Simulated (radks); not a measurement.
Values are calculated unless marked as measured or tabulated.
Excited configurations of F I: one electron is placed in a higher orbital outside [He] 2s2 2p4. The ground configuration is [He] 2s2 2p5. Level of theory: Dirac Kohn-Sham, PBE, spin-unpolarised, spherical densities, finite nucleus; open shells are shared between the two j in proportion to 2j + 1; Fermi nuclear charge, rms radius 2.8976 fm (a radial shooting solver on a logarithmic mesh with Libxc functionals). Excitation = E - E(ground); binding = E(ion) - E, where the ion is the core of charge +1; n* = 1/sqrt(2 binding) in atomic units, and the quantum defect is n - n*. Eigenvalue and <r> are those of j = l + 1/2.

[
 {"outer orbital": "3d", "excitation (eV)": "17.829", "binding (eV)": "1.561", "n*": "2.952", "eigenvalue (eV)": "-0.716", "<r> (bohr)": "10.25"},
 {"outer orbital": "4d", "excitation (eV)": "18.417", "binding (eV)": "0.973", "n*": "3.740", "eigenvalue (eV)": "-0.555", "<r> (bohr)": "19.36"},
 {"outer orbital": "5d", "excitation (eV)": "18.737", "binding (eV)": "0.653", "n*": "4.563", "eigenvalue (eV)": "-0.406", "<r> (bohr)": "31.18"},
 {"outer orbital": "5f", "excitation (eV)": "18.768", "binding (eV)": "0.622", "n*": "4.678", "eigenvalue (eV)": "-0.365", "<r> (bohr)": "29.85"},
 {"outer orbital": "6s", "excitation (eV)": "18.665", "binding (eV)": "0.725", "n*": "4.331", "eigenvalue (eV)": "-0.476", "<r> (bohr)": "30.63"},
 {"outer orbital": "7p", "excitation (eV)": "18.950", "binding (eV)": "0.441", "n*": "5.557", "eigenvalue (eV)": "-0.297", "<r> (bohr)": "50.72"},
 {"outer orbital": "7d", "excitation (eV)": "19.041", "binding (eV)": "0.349", "n*": "6.242", "eigenvalue (eV)": "-0.235", "<r> (bohr)": "62.54"}
]

The Delta-SCF ionisation energy is 19.390 eV (NIST Atomic Spectra Database: 17.423 eV, measured). Self-interaction in the functional shifts the binding energies and quantum defects, so they are the method's values and not measured ones. Spin polarisation and multiplet splitting are left out, so open shells lie too high by an amount that depends on their filling.

Beside tabulated values, note that spin-unpolarised runs miss the spin-polarisation part of the exchange energy of open shells.
